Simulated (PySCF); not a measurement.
## SMILES C=C[C@H]1OC[C@@H]1CC, C7H12O

Molfile (atoms numbered from 1):
```
C7H12O
     RDKit          3D

 20 20  0  0  0  0  0  0  0  0999 V2000
    2.2912    1.6537   -0.0687 C   0  0  0  0  0  0  0  0  0  0  0  0
    1.9317    0.4555    0.3529 C   0  0  0  0  0  0  0  0  0  0  0  0
    0.9417   -0.4148   -0.3424 C   0  0  1  0  0  0  0  0  0  0  0  0
    1.2717   -1.8136   -0.3063 O   0  0  0  0  0  0  0  0  0  0  0  0
    0.0427   -2.1574    0.3310 C   0  0  0  0  0  0  0  0  0  0  0  0
   -0.3741   -0.6855    0.4263 C   0  0  2  0  0  0  0  0  0  0  0  0
   -1.6668   -0.2752   -0.2578 C   0  0  0  0  0  0  0  0  0  0  0  0
   -1.8559    1.2371   -0.2277 C   0  0  0  0  0  0  0  0  0  0  0  0
    2.9900    2.2640    0.4768 H   0  0  0  0  0  0  0  0  0  0  0  0
    1.8995    2.0758   -0.9801 H   0  0  0  0  0  0  0  0  0  0  0  0
    2.3386    0.0370    1.2631 H   0  0  0  0  0  0  0  0  0  0  0  0
    0.7844   -0.0803   -1.3751 H   0  0  0  0  0  0  0  0  0  0  0  0
   -0.5905   -2.7698   -0.3190 H   0  0  0  0  0  0  0  0  0  0  0  0
    0.2056   -2.6791    1.2782 H   0  0  0  0  0  0  0  0  0  0  0  0
   -0.3479   -0.2968    1.4459 H   0  0  0  0  0  0  0  0  0  0  0  0
   -2.5046   -0.7599    0.2502 H   0  0  0  0  0  0  0  0  0  0  0  0
   -1.6565   -0.6236   -1.2931 H   0  0  0  0  0  0  0  0  0  0  0  0
   -1.0214    1.7348   -0.7153 H   0  0  0  0  0  0  0  0  0  0  0  0
   -1.9115    1.5931    0.7982 H   0  0  0  0  0  0  0  0  0  0  0  0
   -2.7731    1.5155   -0.7401 H   0  0  0  0  0  0  0  0  0  0  0  0
  1  2  2  0
  2  3  1  0
  3  4  1  0
  4  5  1  0
  5  6  1  0
  6  7  1  0
  7  8  1  0
  6  3  1  0
  1  9  1  0
  1 10  1  0
  2 11  1  0
  3 12  1  6
  5 13  1  0
  5 14  1  0
  6 15  1  1
  7 16  1  0
  7 17  1  0
  8 18  1  0
  8 19  1  0
  8 20  1  0
M  END
```

Level of theory: PySCF 2.14.0, TDDFT wB97X-D/def2-SVPD circular dichroism and optical rotation, one conformer, gas phase. Geometry: GFN2-xTB.

The molecule is flexible and this is one conformer; a measurement averages over conformers.

(1) Assign R or S to each stereocentre.

(2) List the lowest 16 singlet excitations with oscillator and rotatory strengths.

Results:

(1) C3 R, C6 S.

(2) Rotatory strengths R in 10⁻⁴⁰ esu² cm², velocity form and length form (origin at the centre of mass); f in length form.
| state | E (eV) | λ (nm) | f | R (velocity) | R (length) | main |
| --- | --- | --- | --- | --- | --- | --- |
| 1 | 6.53 | 190 | 0.031 | -9.6 | -10.1 | HOMO→LUMO 0.81, HOMO−1→LUMO 0.13 |
| 2 | 7.19 | 172 | 0.326 | -49.8 | -49.3 | HOMO−1→LUMO 0.77, HOMO→LUMO 0.14 |
| 3 | 7.56 | 164 | 0.008 | -31.7 | -31.4 | HOMO→LUMO+4 0.40, HOMO→LUMO+2 0.15 |
| 4 | 7.72 | 161 | 0.051 | +19.9 | +15.8 | HOMO→LUMO+1 0.25, HOMO−1→LUMO+1 0.22 |
| 5 | 7.84 | 158 | 0.001 | +0.6 | +1.5 | HOMO→LUMO+2 0.46, HOMO→LUMO+3 0.33 |
| 6 | 8.04 | 154 | 0.029 | +20.5 | +22.0 | HOMO→LUMO+1 0.21, HOMO→LUMO+3 0.19 |
| 7 | 8.13 | 153 | 0.018 | -19.1 | -18.5 | HOMO−2→LUMO 0.87 |
| 8 | 8.27 | 150 | 0.010 | -1.3 | -0.4 | HOMO−1→LUMO+3 0.47, HOMO−1→LUMO+2 0.17 |
| 9 | 8.37 | 148 | 0.041 | +82.7 | +83.3 | HOMO−3→LUMO 0.44, HOMO−6→LUMO 0.20 |
| 10 | 8.41 | 147 | 0.013 | +1.7 | +2.6 | HOMO−1→LUMO+1 0.27, HOMO→LUMO+1 0.18 |
| 11 | 8.58 | 145 | 0.014 | -32.4 | -33.9 | HOMO−1→LUMO+4 0.34, HOMO−1→LUMO+5 0.14 |
| 12 | 8.60 | 144 | 0.018 | -31.7 | -31.5 | HOMO−1→LUMO+1 0.25, HOMO−1→LUMO+2 0.12 |
| 13 | 8.77 | 141 | 0.037 | -42.6 | -43.4 | HOMO−6→LUMO 0.40, HOMO−3→LUMO 0.28 |
| 14 | 8.95 | 138 | 0.009 | -3.8 | -3.7 | HOMO→LUMO+5 0.21, HOMO→LUMO+6 0.10 |
| 15 | 9.03 | 137 | 0.014 | +25.8 | +25.9 | HOMO−2→LUMO+2 0.46, HOMO−2→LUMO+1 0.23 |
| 16 | 9.08 | 137 | 0.016 | +9.4 | +9.6 | HOMO→LUMO+6 0.28, HOMO→LUMO+7 0.10 |

Among the states computed, the strongest CD band (largest |R|) is state 9. The largest dissymmetry factor in size, g = 4R/(D+G), with D and G the electric and magnetic dipole strengths, is -0.04 for state 3 (velocity form, f = 0.009), among bands with |R| over 0.5. The mirror image has the same energies and oscillator strengths and all R with the opposite sign.
